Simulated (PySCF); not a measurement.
## How methods differ on the ionisation energy of Nb

Nb [Kr] 4d4 5s1 (6D) → Nb⁺ [Kr] 4d4 (5D), as a difference of total energies. All numbers are calculated (PySCF 2.14, scalar relativity through the core potential, in def2-TZVPPD with the def2 core potential (28 electrons)). Correlated levels: valence: 4s2 4p6 frozen. The calculations carry no spin-orbit coupling.

```tsv
method	ionisation energy (eV)
UHF	6.001
MP2 (valence)	6.443
SCS-MP2 (valence)	6.148
CCSD (valence)	6.504
CCSD(T) (valence)	6.529
```

Problem. How much does correlation contribute at CCSD(T) (valence)?

Solution. 6.529 − (6.001) = 0.528 eV, measured against UHF.

Errors of the correlated levels include the incompleteness of this basis and the frozen core.

For comparison: 6.776 eV (measured; NIST levels, between the centres of gravity of the two terms).
